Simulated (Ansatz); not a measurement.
Gas-phase reaction in SMILES: Cl[Si](Cl)Br → Cl[Si]Cl + Br atom (the Br-Si bond at the site shown breaks; other sites are not compared here)
Each molecule is optimised on its own at B3LYP-D3(BJ)/def2-TZVP (Ansatz, an electronic-structure program). Unstable Hartree-Fock reference: Cl[Si]Cl.

Quantity: bond dissociation energy (electronic energy difference), in kcal/mol. Correlated levels leave the core frozen unless marked. Open shells are spin-unrestricted. Spin-orbit coupling is left out. Frozen are the shells of the preceding noble gas and the d and f shells that filled before the atom's block. No relativistic terms. 

```csv
level,program,bond dissociation energy (kcal/mol)
HF/6-31G,Ansatz,16.8
HF/6-31G*,Ansatz,41.2
BLYP-D4/def2-TZVPD,Ansatz + dftd4,51.3
revPBE-D4/def2-TZVPD,Ansatz + dftd4,56.8
B3LYP/def2-TZVPD,Ansatz,49.5
PBE0-D3(BJ)/def2-TZVPD,Ansatz + dftd3,59.3
PBE0-D4/def2-TZVPD,Ansatz + dftd4,59.3
PBE0/def2-TZVPD,Ansatz,57.5
r2SCANh-D4/def2-TZVPD,Ansatz + dftd4,62.3
HSE06/def2-TZVPD,Ansatz,57.6
CAM-B3LYP-D3(BJ)/def2-TZVPD,Ansatz + dftd3,53.0
CAM-B3LYP-D4/def2-TZVPD,Ansatz + dftd4,53.0
LC-wPBE-D3(BJ)/def2-TZVPD,Ansatz + dftd3,59.8
LC-wPBE/def2-TZVPD,Ansatz,57.7
B2PLYP/def2-TZVPD,Ansatz,51.8
PBE-QIDH/def2-TZVPD,Ansatz,58.9
SCS-MP2/6-31G,Ansatz,20.9
SCS-MP2/6-31G*,Ansatz,47.2
CCSD/6-31G,Ansatz,20.5
CCSD(T)/6-31G*,Ansatz,45.3
```
